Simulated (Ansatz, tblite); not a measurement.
Forces on the cluster Li₆Te₂ at its PBE0-D4/def2-SVP geometry. Charge 0, multiplicity 1.

In the def2 sets Te takes a core potential; there is no spin–orbit coupling. The xTB rows come from tblite. The restricted singlet is unstable towards broken spin symmetry in Hartree–Fock (as tested in another run); at BLYP-D4/def2-TZVP this wasn't settled. The structure comes from a short search, and lower isomers may exist.

GFN1-xTB (tblite), largest force 0.45 eV/Å:

```xyz
8
positions Å, forces eV/Å
Li   -1.002   -0.311   -2.175    0.234    0.256    0.276
Li    0.997   -1.630    0.117    0.087    0.374    0.019
Li   -0.006    1.125    0.025   -0.285   -0.338   -0.054
Li   -1.618   -0.392    1.749    0.302    0.261   -0.181
Li   -3.419    0.839   -0.514    0.399   -0.121    0.061
Li    2.633    0.528    0.425   -0.397   -0.061   -0.066
Te    1.538   -0.028   -1.923   -0.160   -0.186   -0.100
Te    0.877   -0.131    2.296   -0.180   -0.184    0.045
```

GFN2-xTB (tblite), largest force 1.54 eV/Å:

```
Li -0.478 0.022 0.158
Li -0.120 -0.254 0.001
Li -0.396 0.234 -0.069
Li -0.666 0.175 -0.608
Li 0.422 -0.238 0.235
Li 0.257 0.158 0.203
Te 0.543 -0.013 -1.394
Te 0.439 -0.082 1.474
```

BLYP-D4/def2-TZVP (Ansatz), largest force 0.10 eV/Å:

```
Li -0.058 0.013 -0.048
Li 0.083 -0.025 -0.001
Li 0.017 0.000 -0.005
Li -0.079 0.000 0.056
Li -0.013 0.009 -0.015
Li 0.012 -0.005 0.000
Te 0.032 0.003 -0.082
Te 0.006 0.005 0.095
```
